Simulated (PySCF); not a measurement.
## Telling isomers of C6H13NO apart by NMR

- geometry: PBE0-D3(BJ)/def2-SVP
- shielding tensors at PBE0/pcSseg-1 (GIAO)
- run in PySCF 2.14
- non-relativistic Hamiltonian, isolated molecule, one conformer, equivalent nuclei averaged

Shifts are taken against calculated references (same method and geometry level): $^{1}$H and $^{13}$C against TMS. Where no couplings were computed, multiplicities follow the n + 1 count of equivalent neighbours, and m marks all less simple cases (inequivalent or close neighbours, rings, F or P nearby). Acid and N–H amide carbonyl carbons lie up to 10 ppm further downfield in solution (hydrogen bonding). Shifts are as computed. Against solution values, carbons near 30 ppm lie about +2 ppm off and those near 130 ppm about +5 ppm. Of 1309 compounds with measured shifts, 239 miss one by over three times the rms of a fit or turn the order of signals round; such compounds aren't used in these exercises. OH and NH positions are gas-phase values without hydrogen bonding to other molecules.

(1) Tabulate the signals of `CC(=O)NC(C)(C)C`, `CN1CCC(O)CC1` and their relative energies.

(2) What is the quickest way to tell CC(=O)NC(C)(C)C from CN1CCC(O)CC1?

## Answers

(1) 
| SMILES | carbon types | δC | δH | E rel. (kcal/mol) |
| --- | --- | --- | --- | --- |
| CC(=O)NC(C)(C)C | 2×C 4×CH3 | 169.6, 50.0, 29.2, 24.7 | 4.18 (br, 1H), 1.81 (s, 3H), 1.31 (s, 9H) | 0.0 |
| CN1CCC(O)CC1 | 1×CH 4×CH2 1×CH3 | 69.6, 54.5, 46.3, 39.1 | 2.96 (m, 1H), 2.46 (m, 2H), 2.13 (s, 3H), 1.77 (m, 2H), 1.70 (m, 2H), 1.00 (m, 2H), -0.65 (br s, 1H) | 23.6 |

Energies are electronic energies at PBE0/pcSseg-1 on these geometries, without zero-point or thermal terms, each for the one conformer computed, which needn't be the lowest.

(2) Both give the same number of carbon signals, but DEPT or the intensities differ. The first has an amide carbonyl carbon (C) at 169.6 ppm, the second an sp3 CH bonded to O at 69.6 ppm. In the proton spectra the most deshielded non-exchanging signals are 1.81 (s, 3H) and 2.96 (m, 1H).
